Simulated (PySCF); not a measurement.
Zn(SH) (HSZn), SMILES [SH][Zn+], charge +1.

Geometry optimised at B3LYP-D3(BJ)/def2-TZVP. The multiplicity is an assumed one; other spin states were not compared. The isomer is the one that the SMILES or the coordinates give; other isomers of the formula were not compared.

Two levels are set side by side: TDA-PBE/def2-TZVPD (PySCF) and TDA-ωB97X/def2-TZVPD (PySCF). Vertical, same geometry. The lowest singlet is HOMO→LUMO 100 % with PBE and HOMO→LUMO 98 % with the other functional; states are paired by order. Differences are taken from unrounded values.

| quantity | TDA-PBE |
|---|---|
| lowest singlet excitation (eV) | 1.26 |
| lowest triplet excitation (TDA) (eV) | 0.81 |
| first bright state (f over 0.05) (eV) | 4.45 |
| its oscillator strength | 0.08 |

Problem. These are the TDA-PBE values. What does TDA-ωB97X give? (An estimate is asked for; the answer gives what the named calculation found.)

Solution. 
```json
[
 {"quantity": "lowest singlet excitation (eV)", "TDA-ωB97X": "1.99", "TDA-PBE minus TDA-ωB97X": "-0.72"},
 {"quantity": "lowest triplet excitation (TDA) (eV)", "TDA-ωB97X": "1.57", "TDA-PBE minus TDA-ωB97X": "-0.77"},
 {"quantity": "first bright state (f over 0.05) (eV)", "TDA-ωB97X": "4.85", "TDA-PBE minus TDA-ωB97X": "-0.40"},
 {"quantity": "its oscillator strength", "TDA-ωB97X": "0.22", "TDA-PBE minus TDA-ωB97X": "-0.14"}
]
```

A lower first singlet is the usual sign of a functional without exact exchange. Differences between two approximate levels are no errors against the true value.

Rough cost on one machine, each run with all the roots and properties that it gave: TDA-ωB97X against TDA-PBE about 5 times.
